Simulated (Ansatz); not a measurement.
Job for Ansatz (a quantum-chemistry and plane-wave program): R-B3LYP-D3(BJ)/def2-TZVP on C2H4S (a complex).

Ansatz 0.2 input:
```yaml
crystal:
  periodic: [false, false, false]
  atoms:
    - {symbol: C, position_ang: [0.58754462, 0.21748259, -0.17428834]}
    - {symbol: C, position_ang: [-0.56987698, 0.03869404, 0.06293542]}
    - {symbol: H, position_ang: [1.60544875, 0.37514308, -0.37835646]}
    - {symbol: H, position_ang: [-1.59050264, -0.11956332, 0.25498778]}
    - {symbol: S, position_ang: [-0.24748860, 0.24738394, 3.72756791]}
    - {symbol: H, position_ang: [1.05062239, 0.42895110, 3.92769635]}
    - {symbol: H, position_ang: [-0.09901064, 0.21774714, 2.40497569]}
basis:
  gaussian:
    orbitals: def2-TZVP
hamiltonian:
  xc: b3lyp
  dispersion: d3bj
relax: {f_tol: 0.004, max_steps: 120}
scf: {lower_state_search: off}
```

Predict the final total energy.

-476.7968 hartree.

How many basis functions does it have, and what does it roughly cost on one machine?

123 functions; around 60 core-seconds (rough).
